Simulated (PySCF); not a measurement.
C₆H₅AlF₂, SMILES [F][Al]([F])[c]1ccccc1 (PBE0/def2-SVP optimised geometry):

```
14

Al    -2.476     0.012     0.000
F     -3.351     1.419     0.000
F     -3.319    -1.415    -0.007
C     -0.555     0.012     0.000
C      0.154    -1.203    -0.031
C      1.547    -1.220    -0.041
C      2.257    -0.020    -0.020
C      1.575     1.196     0.013
C      0.181     1.211     0.022
H     -0.390    -2.153    -0.048
H      2.082    -2.173    -0.067
H      3.351    -0.032    -0.029
H      2.132     2.137     0.031
H     -0.340     2.173     0.047
```

Computed with PBE0/def2-TZVP (PySCF).

What are the frontier orbital energies and the dipole moment?

HOMO-2 -8.88 eV, HOMO-1 -7.78 eV, HOMO -7.66 eV, LUMO -1.36 eV, LUMO+1 -0.63 eV; dipole moment 2.90 D.

On the same geometry PBE/def2-TZVP (PySCF) gives HOMO-2 -7.49 eV, HOMO-1 -6.81 eV, HOMO -6.69 eV, LUMO -2.18 eV, LUMO+1 -1.56 eV; dipole moment 2.86 D.

Meta-Löwdin charges at PBE0/def2-TZVP: Al1 1.29, F2 -0.54, F3 -0.54, C4 -0.30, C5 -0.09, C6 -0.12, C7 -0.10, C8 -0.12, C9 -0.09, H10 0.12, H11 0.13, H12 0.13, H13 0.13, H14 0.12.
